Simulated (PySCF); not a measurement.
Electron correlation in Ne³⁺ (neon, charge +3)

[He] 2s2 2p3, high-spin 4S determinant. Computed with PySCF 2.14 in cc-pVTZ (4s3p2d1f, 30 functions), with no relativity, point nucleus. Frozen: 1s2; 5 electrons correlated.

MP2 pair energies summed by pair of shells (mhartree):

| pair | energy | share (%) |
| --- | --- | --- |
| 2s-2p | -67.12 | 66.8 |
| 2p-2p | -23.78 | 23.7 |
| 2s-2s | -9.55 | 9.5 |

Total MP2 correlation energy: -100.45 mhartree.

Same-spin part -29.10 and opposite-spin part -71.35 mhartree; SCS-MP2 scales them by 1/3 and 6/5 to -95.32 mhartree.

```tsv
level	correlation energy (mhartree)
CCSD	-113.54
(T)	-0.89
CCSD(T)	-114.43
```

Diagnostics: T1 = 0.0020, D1 = 0.0045, largest double amplitude 0.029.

Cost of the coupled-cluster step: 0.25 s of wall time on 1 thread of Neoverse-V1 (shared host), for 5 correlated electrons.

Iterations:

```
CC2 = 0
CCSD nocc = (np.int64(4), np.int64(1)), nmo = (29, 29)
frozen orbitals [[0], [0]]
max_cycle = 100
direct = 0
conv_tol = 1e-08
conv_tol_normt = 1e-06
diis_space = 8
diis_start_cycle = 0
Init t2, MP2 energy = -0.100448580710572
Init E_corr(UCCSD) = -0.100448580710577
cycle = 1  E_corr(UCCSD) = -0.111178647840062  dE = -0.0107300671  norm(t1,t2) = 0.0163394
cycle = 2  E_corr(UCCSD) = -0.112941627132941  dE = -0.00176297929  norm(t1,t2) = 0.00453754
cycle = 3  E_corr(UCCSD) = -0.113556003770507  dE = -0.000614376638  norm(t1,t2) = 0.0014864
cycle = 4  E_corr(UCCSD) = -0.113537142044196  dE = 1.88617263e-05  norm(t1,t2) = 0.0001449
cycle = 5  E_corr(UCCSD) = -0.113539433372062  dE = -2.29132787e-06  norm(t1,t2) = 1.9992e-05
cycle = 6  E_corr(UCCSD) = -0.11353944654159  dE = -1.31695287e-08  norm(t1,t2) = 5.87813e-07
cycle = 7  E_corr(UCCSD) = -0.113539449781565  dE = -3.23997461e-09  norm(t1,t2) = 5.91713e-08
UCCSD converged
E(UCCSD) = -124.2070964127622  E_corr = -0.1135394497815648
UCCSD(T) correction = -0.000885255948362349
```
